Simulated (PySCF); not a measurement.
# Electron correlation in Te⁺ (tellurium, charge +1)

[Kr] 4d10 5s2 5p3, high-spin 4S determinant. Calculation: PySCF 2.14, in aug-cc-pVDZ-PP with ECP28MDF; scalar relativity through the core potential. Frozen: 4s2 4p6 4d10; 5 electrons correlated.

```
  level  correlation energy (mhartree)
   CCSD                         -60.83
    (T)                          -0.70
CCSD(T)                         -61.53
  CCSDT                         -61.70
```

Diagnostics: T1 = 0.0025, D1 = 0.0043, largest double amplitude 0.047.

Cost of the coupled-cluster step: roughly 0.4 core-seconds, for 5 correlated electrons.

Iterations:

```
CC2 = 0
CCSD nocc = (np.int64(4), np.int64(1)), nmo = (23, 23)
frozen orbitals [[0, 1, 2, 3, 4, 5, 6, 7, 8], [0, 1, 2, 3, 4, 5, 6, 7, 8]]
max_cycle = 100
direct = 0
conv_tol = 1e-08
conv_tol_normt = 1e-06
diis_space = 8
diis_start_cycle = 0
Init t2, MP2 energy = -0.0479839701480494
Init E_corr(UCCSD) = -0.0479839701576983
cycle = 1  E_corr(UCCSD) = -0.0579597675176894  dE = -0.00997579736  norm(t1,t2) = 0.0378041
cycle = 2  E_corr(UCCSD) = -0.0600960185062711  dE = -0.00213625099  norm(t1,t2) = 0.0101512
cycle = 3  E_corr(UCCSD) = -0.0608446000261836  dE = -0.00074858152  norm(t1,t2) = 0.00338414
cycle = 4  E_corr(UCCSD) = -0.060829902120619  dE = 1.46979056e-05  norm(t1,t2) = 0.000450187
cycle = 5  E_corr(UCCSD) = -0.0608304374048838  dE = -5.35284265e-07  norm(t1,t2) = 4.53545e-05
cycle = 6  E_corr(UCCSD) = -0.0608300877260415  dE = 3.49678842e-07  norm(t1,t2) = 6.97461e-06
cycle = 7  E_corr(UCCSD) = -0.0608302809872109  dE = -1.93261169e-07  norm(t1,t2) = 1.56644e-06
cycle = 8  E_corr(UCCSD) = -0.0608302030524845  dE = 7.79347264e-08  norm(t1,t2) = 2.79035e-07
cycle = 9  E_corr(UCCSD) = -0.0608302087922354  dE = -5.73975085e-09  norm(t1,t2) = 5.39095e-08
UCCSD converged
E(UCCSD) = -266.7762734846185  E_corr = -0.06083020879223536
UCCSD(T) correction = -0.000695078856965574
```
